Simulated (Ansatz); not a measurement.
```xyz
7

N    -0.795    0.984   -0.018
Zr    0.376   -0.634    0.027
F    -0.770   -2.106    0.320
Cl    1.950   -0.370    1.752
Cl    1.522   -0.786   -2.018
H    -0.483    1.936   -0.159
H    -1.801    0.977    0.096
```

Total charge 0; spin multiplicity 1. Zr takes the def2 core potential.

Problem. List the ωB97M-V/def2-TZVPP orbital energies in eV (Ansatz 0.2.0). (An estimate is asked.)

Solution. The calculation gave: Occupied: -2771.74, -2771.74, -677.65, -394.81, -262.16, -262.16, -199.57, -199.57, -199.53, -199.53, -199.53, -199.53, -63.04, -40.15, -39.31, -39.24, -34.48, -26.43, -25.15, -25.02, -16.77, -15.53, -15.15, -15.11, -13.99, -12.88, -12.73, -12.20, -12.10, -11.85, -11.53, -10.64. Lowest empty: 0.35, 0.51, 0.79, 1.09, 1.26, 1.36, 1.55, 1.70.
